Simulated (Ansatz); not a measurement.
Relaxation of a periodic cell of 17 atoms, Si (host Si, host structure diamond, interstitial Si), to a largest force component of 0.03 eV/Å in at most 60 steps.

The calculation used DFT PBE-D3(BJ), scalar-relativistic, plane waves, PAW (Ansatz 0.2.0). Settings: PAW set soft_1, cutoff 420 eV, k mesh 2x2x2, gaussian smearing 0.05 eV, no spin polarisation.

```xyz
17
Lattice="0.0000 5.4300 5.4300 5.4300 0.0000 5.4300 5.4300 5.4300 0.0000" Properties=species:S:1:pos:R:3
Si 0.000 0.000 0.000
Si 1.357 1.357 1.357
Si 2.715 2.715 0.000
Si 4.072 4.072 1.357
Si 2.715 0.000 2.715
Si 4.072 1.357 4.072
Si 5.430 2.715 2.715
Si 6.787 4.072 4.072
Si 0.000 2.715 2.715
Si 1.357 4.072 4.072
Si 2.715 5.430 2.715
Si 4.072 6.787 4.072
Si 2.715 2.715 5.430
Si 4.072 4.072 6.787
Si 5.430 5.430 5.430
Si 6.787 6.787 6.787
Si 6.095 4.714 2.044
```

Problem. Where does it end, and by what steps?

Solution. The run converged. The force dipped under the threshold on the way, but the program's further checks kept it going. Limits of this set-up: coarse k mesh. After 14 steps the energy has fallen by 1.001 eV; Si13 moved furthest, 0.47 Å.

```tsv
step	energy less start (eV)	largest force component (eV/Å)	accepted
0	0.0000	2.516	yes
1	-0.7138	1.087	yes
2	-0.9550	0.124	yes
3	-0.9684	0.089	yes
4	-0.9710	0.029	yes
5	-0.9738	0.070	yes
6	-0.9724	0.178	no
7	-0.9801	0.063	yes
8	-0.9891	0.074	yes
9	-0.9865	0.177	no
10	-0.9981	0.049	yes
11	-0.9972	0.069	no
12	-0.9999	0.038	yes
13	-1.0004	0.034	yes
14	-1.0008	0.014	yes
```

```xyz
17
Lattice="0.0000 5.4300 5.4300 5.4300 0.0000 5.4300 5.4300 5.4300 0.0000" Properties=species:S:1:pos:R:3
Si -0.122 0.116 -0.191
Si 1.399 1.369 1.315
Si 2.809 2.615 -0.095
Si 4.058 4.025 1.313
Si 2.906 0.115 2.837
Si 3.822 1.609 4.322
Si 5.313 2.522 2.831
Si 6.832 4.025 4.087
Si 0.036 2.685 2.679
Si 1.295 4.132 4.004
Si 2.743 5.389 2.677
Si 4.159 6.697 3.986
Si 2.441 2.988 5.704
Si 4.141 4.132 6.849
Si 5.468 5.389 5.402
Si 6.728 6.716 6.847
Si 6.368 4.491 1.777
```

The run took 75 s on 1 thread of Arm Neoverse V2, with other jobs on the host, peak memory 0.53 GiB.
